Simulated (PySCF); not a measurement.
# What a mistake does to a calculation on CClGeH4O

Calculated results; nothing here was measured. The program is PySCF 2.14.0, an open-source quantum chemistry code, run on an isolated molecule that a program drew, which may never have been made. The molecule is CClGeH4O (charge 0, doublet), drawn as the SMILES string `[CH3][Ge]([OH])[Cl]`.

Each row is a Hartree-Fock (HF) and frozen-core CCSD(T) single point in the cc-pV(D+d)Z basis, meant for a local HF minimum. Run 1 is clean. Each other run has one planted mistake out of seven kinds, and not every kind appears here: one electron removed, one electron added, multiplicity raised by two, geometry at a saddle point, minimal basis STO-3G, one bond length entered in bohr, all coordinates scaled. The reference is restricted for singlets and unrestricted otherwise, and also for a bond in bohr. Adding or removing an electron swaps singlet and doublet. Electrons count all cores. HOMO and LUMO are orbital energies over both spins, the gradient is its largest component, and the lowest frequency (negative if imaginary) is given only where the gradient is small. Bond lengths are over the 7 bonds as drawn. T1 is the CCSD diagnostic: over 0.02 (restricted) or 0.045 (unrestricted) a single reference is doubtful. Germanium has the cc-pVDZ-PP basis, with a core potential (ECP10MDF) in place of its 10 inner electrons, and its 3s, 3p and 3d shells are frozen in CCSD(T).

Geometry of the clean run:
```xyz
8
CClGeH4O, angstrom
C    -0.5796    0.1962   -1.0755
Ge   -0.2515    0.3384    0.8482
O    -0.3526   -1.3100    1.4919
Cl   -1.8820    1.4875    1.7748
H    -1.5376   -0.3072   -1.2147
H     0.2153   -0.3927   -1.5340
H    -0.6123    1.1886   -1.5236
H    -0.4703   -1.3825    2.4292
```

```
run,electrons,basis functions,<S^2>,HOMO (eV),LUMO (eV),gradient (hartree/bohr),lowest frequency (cm^-1),mean bond (Å),longest bond (Å),T1,HF (hartree),CCSD(T) (hartree),mistake
1,67,94,0.758,-9.28,0.79,4.2e-05,103,1.4495,2.199,0.0142,-867.99776,-868.59899,no fault
2,67,94,0.762,-9.51,0.42,3.2e-02,-,1.4974,2.272,0.0156,-867.99015,-868.59773,all coordinates scaled
3,68,94,0.000,-1.11,9.47,1.0e-01,-,1.4495,2.199,0.0113,-868.00226,-868.62451,?
4,67,94,3.765,-3.50,-2.44,1.2e-01,-,1.4495,2.199,0.0352,-867.72035,-868.31304,?
```

**Which mistake was planted in run 3, and what did it cost?**

It counts 68 electrons, one more than the clean run, at the same geometry and basis. So the mistake is: one electron added. Subtracting run 1 and multiplying by 627.51 kcal/mol a hartree, the energy moved by -2.8 kcal/mol in HF and -16.0 kcal/mol in CCSD(T).

**Which mistake was planted in run 4, and what did it cost?**

Electrons, basis and geometry are unchanged, and <S^2> is 3.765, beside S(S+1) = 3.75 for a multiplicity of 4. So the mistake is: multiplicity raised by two. Subtracting run 1 and multiplying by 627.51 kcal/mol a hartree, the energy moved by 174.1 kcal/mol in HF and 179.4 kcal/mol in CCSD(T).

